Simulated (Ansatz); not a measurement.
CH3Si (SMILES C[Si]) moved off its minimum; all values from Ansatz (a first-principles code), cores frozen in correlated methods. Open shells are unrestricted.
(charge 0, multiplicity 2)
```xyz
5

C     -1.02216     0.15250    -0.00017
Si     0.81985    -0.06075     0.09163
H     -1.41622    -0.65843    -0.81635
H     -1.46224     1.06616    -0.11957
H     -1.62525    -0.42349     0.86497
```

Forces at PBE/def2-TZVPP (eV/Å):

| atom | Fx | Fy | Fz |
|---|---|---|---|
| C1 | -1.377 | -5.630 | 0.659 |
| Si2 | 0.466 | -0.087 | 0.025 |
| H3 | 0.922 | 1.851 | 1.017 |
| H4 | -1.308 | 2.651 | -0.626 |
| H5 | 1.297 | 1.216 | -1.075 |

**Question.** Give the forces (eV/Å), the total energy and the dipole at MP2/aug-cc-pV(T+d)Z.

**Answer.** 
```json
[
 {"atom": "C1", "Fx": "-1.859", "Fy": "-5.822", "Fz": "0.650"},
 {"atom": "Si2", "Fx": "0.431", "Fy": "-0.084", "Fz": "0.047"},
 {"atom": "H3", "Fx": "1.045", "Fy": "2.107", "Fz": "1.208"},
 {"atom": "H4", "Fx": "-1.159", "Fy": "2.399", "Fz": "-0.611"},
 {"atom": "H5", "Fx": "1.542", "Fy": "1.400", "Fz": "-1.293"}
]
```
Energy -328.7439 hartree, dipole 1.36 D.
